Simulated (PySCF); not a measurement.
```xyz
6

C      1.1512    -0.0090     1.4940
C      0.4126     0.1303     0.5354
C     -0.4126     0.2859    -0.5354
C     -1.1512     0.4252    -1.4940
H      1.8003    -0.1314     2.3365
H     -1.8003     0.5476    -2.3365
```

Charge 0, multiplicity 1.

Question: Give the Mulliken and meta-Löwdin atomic charges from PBE-D3(BJ)/def2-TZVP (PySCF).

Answer: 
```csv
atom,Mulliken (e),meta-Löwdin (e)
C1,-0.20,-0.16
C2,0.03,-0.02
C3,0.03,-0.02
C4,-0.20,-0.16
H5,0.17,0.18
H6,0.17,0.18
```
